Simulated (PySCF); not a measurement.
**Spin-rotation constants: SMILES C=C(Cl)OC(F)(F)CO, C4H5ClF2O2**

Geometry:
```tsv
atom	x (Å)	y (Å)	z (Å)
C1	2.803	-0.459	-0.007
C2	1.619	0.101	-0.163
Cl3	1.229	1.079	-1.540
O4	0.640	0.020	0.787
C5	-0.624	-0.402	0.432
F6	-1.067	-1.158	1.475
F7	-0.580	-1.248	-0.619
C8	-1.627	0.740	0.200
O9	-2.935	0.274	0.096
H10	3.587	-0.314	-0.724
H11	3.001	-1.064	0.859
H12	-1.390	1.235	-0.743
H13	-1.497	1.448	1.032
H14	-3.159	-0.252	0.875
```

Computed, not measured: GIAO PBE/pcSseg-1 magnetisability, rotational g tensor and spin-rotation constants, non-relativistic, gas phase in PySCF 2.14.0. Geometry: GFN2-xTB.

(1) Give the nuclear spin-rotation constants along the inertial axes (H = +C I·J) beside the isotropic shieldings.

Results:

(1) Rotational constants 2.3286, 0.9824, 0.7962 GHz. A star marks the isotopologue with that one atom substituted, in its own axes.
```csv
atom,isotope,Caa (kHz),Cbb (kHz),Ccc (kHz),mean (kHz),σ (ppm)
Cl3,35Cl,0.935,0.116,0.312,0.454,633.9
F6,19F,3.421,1.143,0.896,1.820,252.4
F7,19F,3.002,1.413,0.820,1.745,252.4
H10,1H,0.141,-0.095,-0.084,-0.013,26.6
H11,1H,-0.223,0.072,-0.092,-0.081,26.4
H12,1H,-0.145,0.024,-0.083,-0.068,26.9
H13,1H,-0.261,-0.092,0.045,-0.103,27.4
H14,1H,-0.145,-0.054,-0.103,-0.101,30.7
C1,13C*,0.764,0.318,0.143,0.408,78.9
C2,13C*,0.863,0.394,0.228,0.495,28.7
O4,17O*,-0.540,-0.231,-0.157,-0.309,126.3
C5,13C*,0.793,0.308,0.257,0.453,44.9
C8,13C*,0.478,0.248,0.188,0.304,109.0
O9,17O*,-0.221,-0.037,-0.063,-0.107,310.0
```
For the geometry as given, no vibrational averaging.
